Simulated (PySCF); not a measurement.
# Atomic charges by several schemes

C₄H₉FS₂Si.
Z-matrix (Å and degrees, GFN2-xTB geometry), rows numbered from 1:
```
C 
C   1  1.5271
Si  2  1.9120  1  111.30
S   3  2.1486  2  107.74  1  -178.81
C   4  1.8232  3   98.49  2    48.37
S   5  1.8114  4  115.83  3   -62.91
C   2  1.5198  1  109.50  3  -123.26
F   7  1.3739  2  110.19  1    70.76
H   1  1.0874  2  110.47  3    63.57
H   1  1.0890  2  110.78  3  -176.29
H   1  1.0866  2  110.27  3   -56.14
H   2  1.0947  1  108.79  3   120.80
H   3  1.4521  2  109.96  1    67.88
H   3  1.4594  2  109.90  1   -60.01
H   5  1.0868  4  106.65  3   179.73
H   5  1.0873  4  109.55  3    60.20
H   7  1.0968  2  112.24  1   -48.03
```

Density: PBE0/pcSseg-1 (PySCF); schemes: Mulliken, IAO, Hirshfeld and ESP-fitted. One conformer (not necessarily the lowest) at the GFN2-xTB geometry, without solvent, vibrations or thermal averaging.

Task: Give the atomic charges in each scheme.

Result: In e:

| atom | environment | Mulliken | IAO | Hirshfeld | ESP-fitted |
| --- | --- | --- | --- | --- | --- |
| C1 | methyl carbon | -0.228 | -0.419 | -0.119 | -0.416 |
| C2 | sp3 carbon bound to silicon | -0.564 | -0.394 | -0.125 | +0.181 |
| Si3 | SiH2 silicon | +0.627 | +0.680 | +0.306 | +0.223 |
| S4 | sulfur bonded to C and Si | -0.236 | -0.176 | -0.107 | -0.228 |
| C5 | sp3 carbon bound to sulfur | -0.436 | -0.440 | -0.082 | -0.396 |
| S6 | sulfide sulfur | +0.053 | +0.080 | -0.012 | -0.143 |
| C7 | sp3 C–F carbon | +0.075 | +0.094 | +0.058 | -0.182 |
| F8 | alkyl fluorine | -0.308 | -0.316 | -0.088 | -0.134 |
| H9 | methyl hydrogen | +0.127 | +0.147 | +0.040 | +0.124 |
| H10 | methyl hydrogen | +0.122 | +0.142 | +0.044 | +0.110 |
| H11 | methyl hydrogen | +0.128 | +0.145 | +0.045 | +0.109 |
| H12 | methine hydrogen | +0.171 | +0.162 | +0.041 | +0.050 |
| H13 | Si–H hydrogen | -0.055 | -0.104 | -0.067 | -0.016 |
| H14 | Si–H hydrogen | -0.029 | -0.115 | -0.074 | -0.015 |
| H15 | methylene hydrogen | +0.200 | +0.189 | +0.057 | +0.308 |
| H16 | methylene hydrogen | +0.203 | +0.170 | +0.039 | +0.194 |
| H17 | methine hydrogen | +0.149 | +0.154 | +0.047 | +0.230 |

Mean size of the charges over all atoms: IAO 0.231 e, Mulliken 0.218 e, ESP-fitted 0.180 e, Hirshfeld 0.080 e. Each set sums to the total charge, 0, to within 0.002 e. The Mulliken scheme gives each basis function's population to the atom it is centred on and halves the overlap population of two atoms between them. The ESP scheme fits charges at the nuclei, held to the total charge, to the electrostatic potential on points at 1.4 to 2.0 times the van der Waals radii.

Lowest charge. The schemes don't all agree: Mulliken C2 (-0.564); IAO C5 (-0.440); Hirshfeld C2 (-0.125); ESP-fitted C1 (-0.416).

Highest charge. The schemes don't all agree: Mulliken Si3 (+0.627); IAO Si3 (+0.680); Hirshfeld Si3 (+0.306); ESP-fitted H15 (+0.308).

Task: How many electrons does the Hirshfeld scheme count on S6?

Result: Z − q = 16 − (-0.012) = 16.012.

Task: How closely do the schemes follow one another over all atoms?

Result: Correlation coefficient and root-mean-square difference: Mulliken with IAO 0.97, 0.071 e; IAO with Hirshfeld 0.95, 0.186 e; Mulliken with Hirshfeld 0.91, 0.188 e; IAO with ESP-fitted 0.66, 0.211 e; Hirshfeld with ESP-fitted 0.57, 0.175 e; Mulliken with ESP-fitted 0.57, 0.233 e.

The run behind these numbers computed NMR shieldings as well. On one thread of an Intel Xeon Platinum 8488C, on a shared host, this took 35 s and 0.92 GiB of memory at its peak.
